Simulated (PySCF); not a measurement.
Vertical excitation energies

Species: C₅H₉ClO.
InChI=1S/C5H9ClO/c1-2-3-4-5(6)7/h2-4H2,1H3

The calculation used TDDFT CAM-B3LYP/def2-SVPD, vertical, gas phase, core orbitals frozen in the response (PySCF). The structure is a single GFN2-xTB conformer in the gas phase; no vibrational or solvent corrections. Torsions of this conformer, `[CH3:1][CH2:2][CH2:3][CH2:4][C:5](=[O:6])[Cl:7]`: C1–C2–C3–C4 180°, C2–C3–C4–C5 180°, C3–C4–C5–O6 0°.

```csv
state,λ (nm),E (eV),f,|μ| (D),symmetry,"main configurations (H = HOMO, L = LUMO)"
S1,237.7,5.22,0.0000,0.01,–,H→L (96%)
S2,185.9,6.67,0.0002,0.09,–,H-1→L (94%)
S3,174.6,7.10,0.011,0.65,A′,"H-2→L (80%), H→L+2 (9%)"
S4,154.5,8.02,0.025,0.91,A′,"H-1→L+2 (41%), H→L+2 (14%), H-1→L+3 (13%)"
S5,151.5,8.19,0.0013,0.21,–,"H-2→L+2 (60%), H-2→L+3 (18%)"
S6,150.5,8.24,0.025,0.89,A′,"H→L+1 (68%), H→L+4 (13%)"
S7,147.8,8.39,0.105,1.82,A′,"H-3→L (42%), H-6→L (27%)"
S8,146.9,8.44,0.0011,0.19,–,"H-5→L (66%), H-7→L (15%), H-9→L (8%)"
```

Triplets (Tamm–Dancoff): T1 4.70 eV, H→L (94%); T2 5.97 eV, H-2→L (68%), H-8→L (12%); T3 6.53 eV, H-1→L (93%).

The lowest singlet lies at 5.22 eV (238 nm, ultraviolet) and is dark (f under 0.0005); its leading configuration is HOMO→LUMO (96%). The strongest level in the table is S7 at 8.39 eV (148 nm, f = 0.105). S1 has the pattern of n→π* at C=O. Orbital energies (eV): HOMO-3 -11.14, HOMO-2 -10.71, HOMO-1 -10.47, HOMO -9.98, LUMO 0.11, LUMO+1 1.12, LUMO+2 1.55. Weighted by f, the mean energy of these states is 8.22 eV. The oscillator strengths of these states sum to 0.170; summed over the whole spectrum of an exact calculation they would give the number of electrons, 64 (Thomas–Reiche–Kuhn). No computed singlet lies in the visible range (380 to 750 nm); the lowest, at 238 nm, stands 1.95 eV above its violet end (3.26 eV). Symmetry labels in Cs follow from the direction of the transition dipole and are given only for states with f of 0.002 or more. Only the lowest 8 singlets were computed, as vertical energies without vibronic structure.
